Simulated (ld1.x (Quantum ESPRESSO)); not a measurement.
**Configuration tests for Gd (ultrasoft)**

ld1.x (Quantum ESPRESSO) 7.5 input, shortened:

```
&input
   title='Gd', zed=64., rel=1, dft='PBE', iswitch=3,
   config='[Xe] 4f7 5d1 6s0.5 6p0'
 /
 &inputp
   pseudotype=3, tm=.true., lloc=-2, rcloc=2.25,
   nlcc=.false.,
   which_augfun='PSQ', rmatch_augfun_nc=.true.
 /
8
5S  1  0   2.00   0.00  1.75  1.85  0.0
6S  2  0   0.50   0.00  1.75  1.85  0.0
5P  2  1   6.00   0.00  2.00  2.30  0.0
6P  3  1   0.00   0.00  2.00  2.30  0.0
5D  3  2   1.00   0.00  1.80  2.30  0.0
5D  3  2   0.00  -0.35  1.80  2.30  0.0
4F  4  3   7.00   0.00  0.90  1.20  0.0
4F  4  3   0.00  -0.80  0.90  1.20  0.0
 &test
   configts(1)='4f7 5s2 5p6 5d1 6s0.5 6p0'
 /
```

Energies are relative to the spin-unpolarised reference configuration 4f7 5s2 5p6 5d1 6s0.5 6p0; without spin polarisation the order of configurations can differ from experiment.

Question: Give the all-electron excitation energy and the error of the potential for: 4f7 5s2 5p6 5d1 6s2 6p0; 4f7 5s2 5p6 5d1 6s1 6p0; 4f7 5s2 5p6 5d1 6s0 6p0; 4f6 5s2 5p6 5d2 6s1 6p0; 4f6 5s2 5p6 5d1 6s2 6p0; 4f7 5s2 5p6 5d0 6s2 6p0; 4f7 5s2 5p6 5d0 6s2 6p1.

Answer:

```
  valence configuration  charge  ΔE all-electron (eV)  error AE − PS (meV)
4f7 5s2 5p6 5d1 6s2 6p0       0               -11.975                 +2.6
4f7 5s2 5p6 5d1 6s1 6p0      +1                -5.330                 +1.3
4f7 5s2 5p6 5d1 6s0 6p0      +2                 6.770                 -1.9
4f6 5s2 5p6 5d2 6s1 6p0      +1                 3.974                 -356
4f6 5s2 5p6 5d1 6s2 6p0      +1                 4.255                 -185
4f7 5s2 5p6 5d0 6s2 6p0      +1                -5.929                 -6.9
4f7 5s2 5p6 5d0 6s2 6p1       0               -10.161                 +2.8
```

Levels in the configuration 4f6 5s2 5p6 5d1 6s2 6p0:

```json
{"level": "4f", "all-electron (eV)": "-24.289", "pseudo (eV)": "-24.861"}
{"level": "5s", "all-electron (eV)": "-62.274", "pseudo (eV)": "-62.296"}
{"level": "5p", "all-electron (eV)": "-38.830", "pseudo (eV)": "-38.833"}
{"level": "5d", "all-electron (eV)": "-11.357", "pseudo (eV)": "-11.236"}
{"level": "6s", "all-electron (eV)": "-10.734", "pseudo (eV)": "-10.788"}
```
